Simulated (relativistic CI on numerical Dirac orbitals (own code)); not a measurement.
One change at a time: Yb⁴⁺

Base calculation: Dirac-Coulomb-Breit CI, KLI orbitals optimised for each configuration, QED by a radiative potential, valence Slater integrals scaled by 0.85, P86 correlation energy added to each configuration.

CI space (outside the closed core [Kr] 4d10): 4f12 5s2 5p6, 4f11 5s2 5p6 5d, 4f13 5s2 5p5, 4f12 5s2 5p5 5d, 4f11 5s2 5p6 6s, 4f11 5s2 5p6 6p, 4f12 5s2 5p5 5g, 4f12 5s2 5p5 6s, 4f12 5s 5p6 5d, 4f11 5s2 5p6 6d, 4f11 5s2 5p6 7s, 4f11 5s2 5p6 7p, 4f11 5s2 5p6 5g, 4f11 5s2 5p6 7d, 4f12 5s 5p6 5f, 4f11 5s2 5p6 8s, 4f13 5s 5p6, 4f11 5s2 5p6 6g, 4f12 5s2 5p5 7s, 4f14 5p6, 4f14 5p5 5d, 4f14 5p5 5g. Double excitations out of closed p, d and f shells are left out; levels of such configurations are missing from the list, as are those of other unlisted configurations, and high levels can miss mixing partners.

Variants: (1) self-excluded LDA correlation estimate; (2) valence Slater integrals scaled by 0.75; (3) QED terms removed. Shifts of the energy above 4f12 5s2 5p6 3H_6, in cm⁻¹, for the lowest level and the first level of each name with at least 55 % of one term (blank where a level changes its place among those of its configuration and J or its character, or is not in the variant):

```
                 Level      Base    Δ(1)     Δ(2)    Δ(3)  Measured
     4f12 5s2 5p6 3H_6       0.0     0.0      0.0     0.0       0.0
     4f12 5s2 5p6 3F_4    6028.4    -0.2   -751.4    +2.8    6112.0
     4f12 5s2 5p6 3H_5    9445.0     0.0    -10.1   -41.5    9579.9
     4f12 5s2 5p6 3F_3   16655.4    -0.2   -826.0   -41.3   16372.2
     4f12 5s2 5p6 3F_2   17308.7    -0.2  -1364.6   -25.3   16877.3
     4f12 5s2 5p6 1I_6   38443.5    -0.1  -3505.0   -37.3   39037.9
     4f12 5s2 5p6 3P_0   41542.9    -0.2  -4154.5   -24.1   39791.5
     4f12 5s2 5p6 3P_1   42845.2    -0.2  -3845.9   -40.7   41080.9
     4f12 5s2 5p6 3P_2   44311.6    -0.3            -63.3   43119.5
     4f12 5s2 5p6 1S_0   85101.5    -0.6  -8303.8   -56.5          
 4f11 5s2 5p6 5d 5G°_6  122594.4  +233.1  +2992.2  -157.3          
 4f11 5s2 5p6 5d 5H°_7  123937.0  +233.3  +2909.1  -160.1          
4f11 5s2 5p6 5d 5L°_10  128693.6  +234.4  +2779.6  -174.6          
 4f11 5s2 5p6 5d 5G°_5  130169.8  +233.2  +2923.9  -186.7          
 4f11 5s2 5p6 5d 5K°_9  130758.6  +233.1  +2570.8  -174.6          
 4f11 5s2 5p6 5d 5L°_9  138451.4  +234.3  +2716.0  -214.2          
 4f11 5s2 5p6 5d 5K°_8  140170.8  +233.4  +2528.9  -213.6          
 4f11 5s2 5p6 5d 5G°_3  143492.4  +233.2  +1947.9  -213.0          
 4f11 5s2 5p6 5d 5D°_1  147599.2  +233.8   +474.9  -173.9          
 4f11 5s2 5p6 5d 5D°_0  147864.9  +233.7   +604.6  -178.8
```

At this charge configurations can still be misplaced by up to about 7 % of their energy. Levels and lines within the n = 5 or 6 shells can be off by up to 10 % or somewhat more, and those that change n by about 2 %, since core polarisation is missing. 8 of the 11 excited levels that our extract of the measured tables holds in this range could be paired (the sources list more); they are missed by 779 cm⁻¹ on average and 1764 at most, and levels without a partner can miss by more. Some levels of the ground configuration have no partner and can miss by 10 % or more. Levels that differ in their count of f electrons can be misplaced by several ten thousand cm⁻¹, since the correlation energy of f electrons is missing or only estimated; rates across such gaps can be off by orders of magnitude.

Measured levels: measured levels as listed in Tchang-Brillet, Wyart, Meftah and Ait Mammar, Atoms 6, 52 (2018).

Ionisation energy from the two ground configurations alone: base 78.58 eV; self-excluded LDA correlation estimate 78.85 eV; valence Slater integrals scaled by 0.75 78.68 eV.

LS names give the leading component of a level, which can be under half, so a name can repeat, a term be missing and a line seem to break the LS rules.
